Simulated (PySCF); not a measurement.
# Ionisation energy of Os⁺ by level of theory

Os⁺ [Xe] 4f14 5d6 6s1 (6D) → Os²⁺ [Xe] 4f14 5d6 (5D), as a difference of total energies. Calculation: PySCF 2.14, in aug-cc-pVTZ-PP with one added diffuse shell each of s, p, d, f, g type with ECP60MDF (7s7p6d4f3g, 113 functions); a scalar-relativistic core potential. Correlated levels: valence: 5s2 5p6 frozen. The calculations carry no spin-orbit coupling.

```tsv
method	ionisation energy (eV)
UHF	16.026
LDA	17.872
PBE	17.559
PBE0	17.296
r2SCAN	17.581
M06-L	16.791
PW91	17.639
M06-2X	17.216
MP2 (valence)	16.882
SCS-MP2 (valence)	16.510
```

How much does correlation contribute at MP2 (valence)?

16.882 − (16.026) = 0.856 eV, measured against UHF.

The reference lies between the lowest fine-structure levels, while these numbers refer to the centres of the terms.

Errors of the correlated levels include the incompleteness of this basis and the frozen core.

For comparison: 17 ± 1 eV (semi-empirical (NIST evaluation); NIST Atomic Spectra Database, ionization energies).
